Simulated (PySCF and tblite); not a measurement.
Results of a calculation; reference values are marked as such.
Molecule: 2-vinyl-1,3-dioxolane, C₅H₈O₂, numbered as in [CH2:1]=[CH:2][CH:3]1[O:4][CH2:5][CH2:6][O:7]1; H named by carrier, a and b as here (phase angle P 216°, Å):

```
C1       1.980    1.223   -0.089
C2       1.618   -0.043   -0.031
C3       0.428   -0.549    0.753
O4      -0.267   -1.523   -0.014
C5      -1.542   -1.007   -0.338
C6      -1.447    0.470    0.062
O7      -0.492    0.449    1.099
H1a      2.836    1.542   -0.658
H1b      1.431    1.983    0.442
H2       2.147   -0.826   -0.555
H3       0.782   -1.016    1.688
H5a     -1.732   -1.154   -1.403
H5b     -2.306   -1.532    0.249
H6a     -2.373    0.882    0.460
H6b     -1.091    1.081   -0.779
```

The ring 3–4–5–6–7 is held at Altona–Sundaralingam phase angles P (ν_j = ν_max cos(P + 144°(j − 2)), ν_j about the bond from ring atom j to j + 1, counted from 0) and the rest relaxed at GFN2-xTB. Energies: PBE0/pcSseg-1 + D3(BJ). Couplings: B3LYP/6-31G* with H pcJ-1, gas phase, for ¹H. (tblite 0.8, PySCF 2.14.)

One held structure gave ³J(H5b,H6b) = 2.9, ³J(H5a,H6a) = 7.7, ³J(H5b,H6a) = 8.9, ³J(H5a,H6b) = 9.7, ⁴J(H3,H5b) = -1.3, ⁴J(H3,H6a) = -1.2, ²J(H6a,H6b) = -6.6, ²J(H5a,H5b) = -7.7 Hz.

At which phase angle P was it held?
A. 72°
B. 144°
C. 288°
D. 360°
E. 216°

C. It lies 0.00 kcal/mol above the lowest point.
